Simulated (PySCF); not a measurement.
**`CS[Si@H](Cl)C(Cl)Cl`: 4 charge schemes on one density**

C₂H₅Cl₃SSi.
Geometry (GFN2-xTB, Å), atoms numbered from 1 in this order:
```
atom  x, y, z in Å
C1     2.4809    0.0497    0.0469
S2     1.0040   -0.8724   -0.4975
Si3   -0.5433    0.4248    0.1976
Cl4   -0.2591    0.9491    2.1145
C5    -2.1572   -0.6052    0.0626
Cl6   -2.5030   -0.9288   -1.6491
Cl7   -3.5038    0.3088    0.7765
H8     2.5713    0.9639   -0.5291
H9     2.4047    0.2682    1.1061
H10    3.3313   -0.5953   -0.1436
H11   -0.6930    1.6075   -0.6357
H12   -2.1317   -1.5709    0.5660
```

Density: PBE0/pcSseg-1 (PySCF); schemes: Mulliken, IAO, Hirshfeld and ESP-fitted. The structure is a single GFN2-xTB conformer in the gas phase; no vibrational or solvent corrections.

Question: Atoms with like bonding are taken together and averaged. Do the Mulliken, IAO, Hirshfeld and ESP-fitted schemes agree on where the charge is lowest?

Answer: The schemes don't all agree: Mulliken C5 (-0.466); IAO C1 (-0.497); Hirshfeld C1 (-0.113); ESP-fitted C5 (-0.533).

Question: For which atoms does the sign change between the 4 schemes (beyond +0.03 e in one, beyond −0.03 e in another)?

Answer: H11.

Question: Do the Mulliken, IAO, Hirshfeld and ESP-fitted schemes agree on where the charge is highest?

Answer: The schemes don't all agree: Mulliken Si3 (+0.818); IAO Si3 (+0.852); Hirshfeld Si3 (+0.303); ESP-fitted H12 (+0.345).

Question: Give the atomic charges in each scheme.

Answer: In e; atoms taken as equivalent share a row and are averaged (×n: the atom named and its like, n in all):

| atom | environment | Mulliken | IAO | Hirshfeld | ESP-fitted |
| --- | --- | --- | --- | --- | --- |
| C1 | S-methyl carbon | -0.403 | -0.497 | -0.113 | -0.344 |
| S2 | sulfur bonded to C and Si | -0.266 | -0.164 | -0.086 | -0.191 |
| Si3 | chlorine-bound silicon | +0.818 | +0.852 | +0.303 | +0.282 |
| Cl4 | silicon-bound chlorine | -0.274 | -0.284 | -0.090 | -0.091 |
| C5 | CHCl2 carbon | -0.466 | -0.386 | -0.061 | -0.533 |
| Cl6 | alkyl chlorine | -0.059 | -0.049 | -0.036 | +0.014 |
| Cl7 | alkyl chlorine | -0.062 | -0.054 | -0.046 | +0.003 |
| H8/H9/H10 | methyl hydrogen | +0.165 | +0.167 | +0.049 | +0.157 |
| H11 | Si–H hydrogen | -0.008 | -0.114 | -0.067 | +0.041 |
| H12 | methine hydrogen | +0.226 | +0.195 | +0.051 | +0.345 |

Mean size of the charges over all atoms: IAO 0.258 e, Mulliken 0.256 e, ESP-fitted 0.193 e, Hirshfeld 0.083 e. Each set sums to the total charge, 0, to within 0.001 e. The Mulliken scheme counts on each atom the diagonal of the density matrix times the overlap matrix over that atom's basis functions. The IAO scheme projects the occupied orbitals on a minimal set of polarised atomic orbitals and counts the electrons in each atom's part of it.

Some averages cover members that differ in this geometry: H8/H9/H10, ESP-fitted +0.130 to +0.192 e.

Question: How many electrons does the Hirshfeld scheme count on C5?

Answer: Z − q = 6 − (-0.061) ≈ 6.062.

Question: Sum the charges by element, for elements with more than one atom.

Answer: 
| element | atoms | Mulliken | IAO | Hirshfeld | ESP-fitted |
| --- | --- | --- | --- | --- | --- |
| C | 2 | -0.869 | -0.883 | -0.174 | -0.876 |
| Cl | 3 | -0.395 | -0.387 | -0.172 | -0.073 |
| H | 5 | +0.712 | +0.582 | +0.130 | +0.858 |
